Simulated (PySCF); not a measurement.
Two species compared at the same levels of theory.

First species: C4H5ClF2.
Atom-mapped SMILES: `[F:1][CH2:2]/[CH:3]=[C:4](/[Cl:5])[CH2:6][F:7]` (hydrogens: H8, H9 on C2; H10 on C3; H11, H12 on C6)

Second species: C₇H₈F₃ (charge +1).
SMILES: `C=C[C+](C)CC(F)=C(F)F`

Levels: wB97X-D/def2-SVPD for HOMO energy, LUMO energy, HOMO–LUMO gap, static isotropic polarisability and electronic spatial extent ⟨r²⟩ about the centre of nuclear charge; TDDFT wB97X-D/def2-SVPD for lowest singlet excitation; PBE0-D3(BJ)/def2-SVP for rotational constant A and rotational constant C. Geometries: PBE0-D3(BJ)/def2-SVP. Each structure is a single optimised conformer of the isolated species, non-relativistic unless stated; the electronic structure was computed with PySCF and density fitting.

Dipoles, sizes and rotational constants follow the conformer. The torsions of the flexible species, by atom-mapped SMILES:
- `[F:1][CH2:2]/[CH:3]=[C:4](/[Cl:5])[CH2:6][F:7]`: F1–C2–C3–C4 -169°, C3–C4–C6–F7 -4°
- `[CH2:1]=[CH:2][C+:3]([CH3:4])[CH2:5][C:6]([F:7])=[C:8]([F:9])[F:10]`: C1–C2–C3–C4 168°, C2–C3–C5–C6 -101°, C3–C5–C6–F7 -93°

```csv
property,column X,column Y
HOMO energy,-13.86 eV,-9.37 eV
LUMO energy,-6.55 eV,1.23 eV
HOMO–LUMO gap,7.31 eV,10.60 eV
lowest singlet excitation,3.58 eV,6.37 eV
static isotropic polarisability,90.0 au,65.5 au
electronic spatial extent ⟨r²⟩ about the centre of nuclear charge,1372 bohr²,1139 bohr²
rotational constant A,1.662 GHz,2.774 GHz
rotational constant C,0.836 GHz,0.893 GHz
```

(1) Which column belongs to which species?

(2) How does each property change from the first species to the second?

Answers

(1) Column X is the second species and column Y the first. The first has 12 atoms and 64 electrons, the second 18 and 76; their charges are 0 and +1, their HOMO energies -9.37 eV and -13.86 eV.

(2) HOMO energy -4.49 eV; LUMO energy -7.78 eV; HOMO–LUMO gap -3.29 eV; lowest singlet excitation -2.79 eV; static isotropic polarisability +24.5 au; electronic spatial extent ⟨r²⟩ about the centre of nuclear charge +233 bohr²; rotational constant A -1.112 GHz; rotational constant C -0.057 GHz.

On the first: The principal polarisabilities are 48.1, 63.3 and 85.0 au; their mean is the isotropic value. No computed singlet falls in the visible range (750 to 380 nm, 1.65 to 3.26 eV); S1 lies 3.11 eV above its blue end.

On the second: The polarisability is 13.34 Å³ as a volume (1 au = 0.148185 Å³), or 1.18 au for each of the 76 electrons. S1 lies 3.73 eV below the HOMO–LUMO gap; its leading configuration is HOMO→LUMO, weight 0.98.
